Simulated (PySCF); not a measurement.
F5W, doublet, geometry from GFN2-xTB (such geometries of metal compounds can be far from the true shape) (the multiplicity is a formal guess) (core potentials on W); DF-O3LYP/def2-SV(P) (PySCF).

PySCF was given this input:
```python
from pyscf import gto, scf, dft

mol = gto.M(
    atom='''
W    -0.030150   -0.029819    0.012376
F     0.908571   -0.743735    1.428244
F    -1.311344    0.354450   -1.253645
F     0.816838    1.565568    0.605060
F     1.132618    0.288130   -1.456680
F    -1.298781   -1.219236    0.575260
''',
    basis='def2-sv(p)',
    ecp={'W': 'def2-sv(p)'},
    charge=0,
    spin=1,
    verbose=4,
)

mf = dft.UKS(mol)
mf.xc = 'o3lyp'
mf = mf.density_fit(auxbasis='def2-universal-jkfit')
mf.kernel()
```

What the program printed (banner, timings and long lists left out):

```
PySCF version 2.14.0

[INPUT] verbose = 4
[INPUT] num. atoms = 6
[INPUT] num. electrons = 59
[INPUT] charge = 0
[INPUT] spin (= nelec alpha-beta = 2S) = 1
[INPUT] symmetry False subgroup None
[INPUT] Mole.unit = angstrom
[INPUT] Symbol           X                Y                Z      unit          X                Y                Z       unit  Magmom
[INPUT]  1 W     -0.030150000000  -0.029819000000   0.012376000000 AA   -0.056975242656  -0.056349743308   0.023387250518 Bohr   0.0
[INPUT]  2 F      0.908571000000  -0.743735000000   1.428244000000 AA    1.716950354722  -1.405455459253   2.698989999053 Bohr   0.0
[INPUT]  3 F     -1.311344000000   0.354450000000  -1.253645000000 AA   -2.478081015092   0.669813424852  -2.369045707430 Bohr   0.0
[INPUT]  4 F      0.816838000000   1.565568000000   0.605060000000 AA    1.543600108137   2.958494749383   1.143397688929 Bohr   0.0
[INPUT]  5 F      1.132618000000   0.288130000000  -1.456680000000 AA    2.140337823753   0.544486788271  -2.752726251131 Bohr   0.0
[INPUT]  6 F     -1.298781000000  -1.219236000000   0.575260000000 AA   -2.454340385789  -2.304022121210   1.087083850417 Bohr   0.0

nuclear repulsion = 331.125519751418
number of shells = 41
number of NR pGTOs = 170
number of NR cGTOs = 95
basis = def2-sv(p)
ecp = {'W': 'def2-sv(p)'}

******** <class 'pyscf.df.df_jk.DFUKS'> ********
method = DFUKS
initial guess = minao
damping factor = 0
level_shift factor = 0
DIIS = <class 'pyscf.scf.diis.CDIIS'>
diis_start_cycle = 1
diis_space = 8
diis_damp = 0
SCF conv_tol = 1e-09
SCF conv_tol_grad = None
SCF max_cycles = 50
direct_scf = False
number electrons alpha = 30  beta = 29
XC library pyscf.dft.libxc version 7.1.2
    S. Lehtola, C. Steigemann, M. J. T. Oliveira, and M. A. L. Marques,  SoftwareX 7, 1–5 (2018)
XC functionals = o3lyp
    W.-M. Hoe, A. J. Cohen, and N. C. Handy,  Chem. Phys. Lett. 341, 319–328 (2001)
    A. J. Cohen and N. C. Handy,  Mol. Phys. 99, 607 (2001)
radial grids:
    Treutler-Ahlrichs [JCP 102, 346 (1995); DOI:10.1063/1.469408] (M4) radial grids

becke partition: Becke, JCP 88, 2547 (1988); DOI:10.1063/1.454033
pruning grids: <function nwchem_prune>
grids dens level: 3
symmetrized grids: False
atomic radii adjust function: <function treutler_atomic_radii_adjust>
small_rho_cutoff = 0
Set gradient conv threshold to 3.16228e-05
tot grids = 95624
******** <class 'pyscf.df.df.DF'> ********
auxbasis = def2-universal-jkfit
init E= -553.661407080357

cycle= 1 E= -565.474220984034  delta_E= -11.8  |g|= 1.13  |ddm|=  5.1
cycle= 2 E= -559.769941797834  delta_E=  5.7  |g|= 3.85  |ddm|= 3.39
cycle= 3 E= -565.811477653138  delta_E= -6.04  |g|= 0.659  |ddm|= 2.87
cycle= 4 E= -565.937644099951  delta_E= -0.126  |g|= 0.333  |ddm|= 0.683
cycle= 5 E= -565.974653049728  delta_E= -0.037  |g|= 0.0788  |ddm|= 0.256
cycle= 6 E= -565.977511470244  delta_E= -0.00286  |g|= 0.019  |ddm|= 0.0738
cycle= 7 E= -565.977595493351  delta_E= -8.4e-05  |g|= 0.0142  |ddm|= 0.0197
cycle= 8 E= -565.977668580633  delta_E= -7.31e-05  |g|= 0.00193  |ddm|= 0.0118
cycle= 9 E= -565.9776706959  delta_E= -2.12e-06  |g|= 0.000711  |ddm|= 0.00322
cycle= 10 E= -565.977670986777  delta_E= -2.91e-07  |g|= 0.000485  |ddm|= 0.00137
cycle= 11 E= -565.977671229035  delta_E= -2.42e-07  |g|= 0.000155  |ddm|= 0.00162
cycle= 12 E= -565.977671310623  delta_E= -8.16e-08  |g|= 7.06e-05  |ddm|= 0.00154
cycle= 13 E= -565.977671319635  delta_E= -9.01e-09  |g|= 3.32e-05  |ddm|= 0.000499
cycle= 14 E= -565.977671320456  delta_E= -8.21e-10  |g|= 1.87e-05  |ddm|= 8.93e-05
Extra cycle  E= -565.977671320169  delta_E= 2.87e-10  |g|= 4.34e-05  |ddm|= 7.92e-05
converged SCF energy = -565.977671320169  <S^2> = 0.75233995  2S+1 = 2.0023386
```
